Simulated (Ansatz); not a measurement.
Basis-set series for `[OH][Hf]([OH])([OH])[SeH]`. Total charge 0; spin multiplicity 1. Hf takes the def2 core potential. The structure was optimised at the PBE0-D4/def2-TZVP level. It is one conformer, not always the lowest.

```tsv
functional	basis	functions	energy (Eh)	HOMO (eV)	LUMO (eV)
PBE0-D4	def2-TZVPP	253	-2677.48747	-6.58	-0.20
PBE0-D4	def2-QZVPP	461	-2677.55174	-6.62	-0.47
ωB97M-V	def2-TZVPP	253	-2677.74137	-8.69	0.97
ωB97M-V	def2-QZVPP	461	-2677.80324	-8.74	0.42
```

Q: Give the rows for def2-SVP. (An estimate is asked.)

A: Computed: 
```
functional     basis  functions  energy (Eh)  HOMO (eV)  LUMO (eV)
   PBE0-D4  def2-SVP        126  -2676.89524      -6.43      -0.03
   ωB97M-V  def2-SVP        126  -2677.14307      -8.53       1.20
```

Positive LUMOs are unbound and depend on the basis. Scalar relativity is left out up to krypton.
